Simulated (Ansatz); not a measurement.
The cluster Pd3H3⁺, relaxed as a triplet with UKS PBE-D4/def2-TZVP in Ansatz, starting from the PBE-D4/def2-TZVP geometry of the charge +1 singlet. Force threshold 0.02 eV/Å.

In the def2 sets Pd takes a core potential; there is no spin–orbit coupling. The relaxation made no stability test and no search for a lower SCF solution. At PBE-D4/def2-TZVP a singlet of charge 1 lies 1.23 eV below the triplet, each at its own geometry. The structure comes from a short search, and lower isomers may exist.

Start:

```xyz
6

Pd   -0.4121   -1.2402   -0.9642
Pd   -1.0458    1.2423   -0.0205
Pd    1.5615    0.4357   -0.0975
H     0.8617   -1.0554    0.0786
H     0.3360    1.0039    0.8614
H    -1.3013   -0.3863    0.1423
```

```csv
step,energy (eV),largest force component (eV/Å),SCF passes
1,-10485.0229,0.694,124
2,-10485.2448,0.231,41
3,-10485.2756,0.098,34
4,-10485.2966,0.191,37
5,-10485.3055,0.085,38
6,-10485.3091,0.021,35
7,-10485.3097,0.008,35
8,-10485.3100,0.007,34
9,-10485.3101,0.011,34
10,-10485.3157,0.157,44
11,-10485.3507,0.216,38
12,-10485.3889,0.202,38
13,-10485.4046,0.054,42
14,-10485.4053,0.045,36
15,-10485.4057,0.006,32
```

Force components are those of the run's own axes.

End:

```xyz
6

Pd   -0.325   -1.332   -1.032
Pd   -0.810    0.547    0.774
Pd    1.638    0.382   -0.224
H     0.445   -0.738    0.457
H     0.656    1.518    0.538
H    -1.604   -0.378   -0.512
```

Bonds formed: Pd2–H4 (atoms count from 1).

The force fell under the threshold at step 7, but the optimiser went on and released 0.096 eV more. No frequencies were taken in this run, so the end may be a saddle point.

Hardware: 4 threads of Arm Neoverse V2 on a shared host. Wall time 43 s.
